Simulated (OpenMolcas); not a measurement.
# How basis sets differ on CH4AlIn (SMILES [CH2]1[AlH][InH]1)

The species is CH4AlIn (7 atoms), meant as a singlet with charge 0. As SMILES, `[CH2]1[AlH][InH]1`. The shape is that of a PBE0-D4/def2-TZVP optimisation.

Quantity: the HOMO–LUMO gap, in eV. The values are calculated.

| level | kind | program | value (eV) |
| --- | --- | --- | --- |
| HF/ANO-RCC-MB (DKH2) | Hartree–Fock | OpenMolcas | 8.02 |
| HF/STO-3G | Hartree–Fock | OpenMolcas | 9.36 |
| HF/3-21G | Hartree–Fock | OpenMolcas | 7.78 |
| HF/def2-SVPD (core potential) | Hartree–Fock | OpenMolcas | 7.81 |

All-electron rows without a relativistic Hamiltonian named are non-relativistic, while core potentials hold scalar relativity, so basis and relativity change together. The values span 7.78 to 9.36 eV. A Hartree–Fock LUMO above zero doesn't converge with the basis: it sinks as sets grow more diffuse. Orbital gaps aren't excitation energies.
